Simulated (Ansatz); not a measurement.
System: Sc, charge 2, doublet.

Total energies in aug-cc-pwCVQZ-DK, 9 correlated electrons, 5 frozen orbitals. Radicals and triplets start from unrestricted determinants; spin-orbit coupling is neglected. The -DK rows use spin-free X2C, correlate 3s3p of the metal (1s2s2p frozen) and give its partners the cc-pVXZ-DK valence sets. Open-shell metal atoms are single determinants, not pure terms.

```csv
method,program,energy (Eh),minus CCSDT(Q) (mEh)
HF,Ansatz,-762.64118,325.03
MP2,Ansatz,-762.93747,28.73
CCSD,Ansatz,-762.95754,8.67
CCSD(T),Ansatz,-762.96566,0.55
CCSDT(Q),Ansatz,-762.96621,0.00
```

Ansatz is an electronic-structure program.
